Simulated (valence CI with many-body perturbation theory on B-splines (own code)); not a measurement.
Energy levels of Tc3+

Calculated by relativistic CI+MBPT: four valence electrons over a frozen Dirac-Fock core [Kr], radial functions for each j: 7 s, 7 p, 8 d, 6 f, 4 g, 1 h, with the one-electron correlation potential Σ1, the two-electron term Σ2, the three-electron term Σ3, Breit, model QED; selected CI, second order for the rest, scaled by the run's own slope (own B-spline code, finite nucleus).

No measured levels were compared; by estimate terms of the open shell hold to 2 to 4 % of their energy, and close levels can change places; different configurations can be misplaced against each other by 1,000 to 8,000 cm⁻¹. Only levels of the ground parity were solved; by the run's estimate the other parity begins above the list, which can be wrong where configurations are misplaced.

Levels 1 to 31 of 31, with energies above the lowest level, 4d4 5D_0. "Leading %" is the weight of the configuration and term that name the level; weights of strongly mixed levels are sums over their largest components and can fall short, so below about 35 % the name and the second component can differ from the true leading terms, or belong to a minority configuration. In the jj column 3d3/2^4 stands for four electrons in 3d with j = 3/2.

| No. | Configuration | Term | J | E (cm⁻¹) | Leading % | Leading jj | g |
| --- | --- | --- | --- | --- | --- | --- | --- |
| 1 | 4d4 | 5D | 0 | 0.0 | 97 | 4d3/2^2 4d5/2^2 (61 %) |  |
| 2 | 4d4 | 5D | 1 | 352 | 98 | 4d3/2^3 4d5/2 (59 %) | 1.500 |
| 3 | 4d4 | 5D | 2 | 959 | 99 | 4d3/2^2 4d5/2^2 (67 %) | 1.499 |
| 4 | 4d4 | 5D | 3 | 1738 | 99 | 4d3/2^2 4d5/2^2 (48 %) | 1.498 |
| 5 | 4d4 | 5D | 4 | 2636 | 98 | 4d3/2 4d5/2^3 (42 %) | 1.497 |
| 6 | 4d4 | 3P | 0 | 14777 | 92 | 4d3/2^4 (56 %) |  |
| 7 | 4d4 | 3H | 4 | 14919 | 87 | 4d3/2^3 4d5/2 (51 %) | 0.834 |
| 8 | 4d4 | 3H | 5 | 15743 | 93 | 4d3/2^2 4d5/2^2 (85 %) | 1.044 |
| 9 | 4d4 | 3H | 6 | 16456 | 96 | 4d3/2^2 4d5/2^2 (57 %) | 1.162 |
| 10 | 4d4 | 3P | 1 | 16581 | 96 | 4d3/2^3 4d5/2 (36 %) | 1.489 |
| 11 | 4d4 | 3F | 3 | 17352 | 61 | 4d3/2^2 4d5/2^2 (58 %) | 0.961 |
| 12 | 4d4 | 3F | 2 | 17592 | 96 | 4d3/2^2 4d5/2^2 (53 %) | 0.675 |
| 13 | 4d4 | 3F | 4 | 17863 | 69 | 4d3/2^2 4d5/2^2 (35 %) | 1.173 |
| 14 | 4d4 | 3P | 2 | 19126 | 93 | 4d3/2 4d5/2^3 (39 %) | 1.485 |
| 15 | 4d4 | 3G | 3 | 19642 | 62 | 4d3/2 4d5/2^3 (63 %) | 0.875 |
| 16 | 4d4 | 3G | 4 | 20044 | 71 | 4d3/2^2 4d5/2^2 (69 %) | 1.083 |
| 17 | 4d4 | 3G | 5 | 20565 | 92 | 4d3/2 4d5/2^3 (85 %) | 1.189 |
| 18 | 4d4 | 1I | 6 | 23535 | 96 | 4d3/2 4d5/2^3 (57 %) | 1.005 |
| 19 | 4d4 | 3D | 3 | 24256 | 96 | 4d3/2 4d5/2^3 (44 %) | 1.328 |
| 20 | 4d4 | 3D | 2 | 24482 | 88 | 4d3/2^3 4d5/2 (29 %) | 1.165 |
| 21 | 4d4 | 3D | 1 | 24884 | 97 | 4d3/2 4d5/2^3 (56 %) | 0.513 |
| 22 | 4d4 | 1G | 4 | 25490 | 87 | 4d5/2^4 (41 %) | 1.013 |
| 23 | 4d4 | 1S | 0 | 28870 | 94 | 4d3/2 4d5/2^3 (58 %) |  |
| 24 | 4d4 | 1D | 2 | 30045 | 88 | 4d3/2^2 4d5/2^2 (38 %) | 1.011 |
| 25 | 4d4 | 1F | 3 | 33707 | 93 | 4d3/2 4d5/2^3 (56 %) | 1.006 |
| 26 | 4d4 | 3P | 2 | 39276 | 96 | 4d3/2^2 4d5/2^2 (56 %) | 1.491 |
| 27 | 4d4 | 3F | 4 | 39923 | 96 | 4d3/2^2 4d5/2^2 (73 %) | 1.244 |
| 28 | 4d4 | 3F | 2 | 40037 | 96 | 4d3/2^2 4d5/2^2 (55 %) | 0.674 |
| 29 | 4d4 | 3F | 3 | 40312 | 94 | 4d3/2 4d5/2^3 (80 %) | 1.081 |
| 30 | 4d4 | 3P | 1 | 41022 | 97 | 4d3/2 4d5/2^3 (84 %) | 1.499 |
| 31 | 4d4 | 3P | 0 | 41940 | 96 | 4d5/2^4 (57 %) |  |

Names give the largest LS component (configuration and term), which can be under half, so a name can repeat, a term be missing and a line seem to break the LS rules; names also repeat where a configuration has a term twice.

The ionisation energy to 4d3 4F_3/2 of the next ion comes out as 42.341 eV (NIST: 41 ± 1.7 eV (theoretical)). All 31 levels together are meant to be complete up to 43761 cm⁻¹.
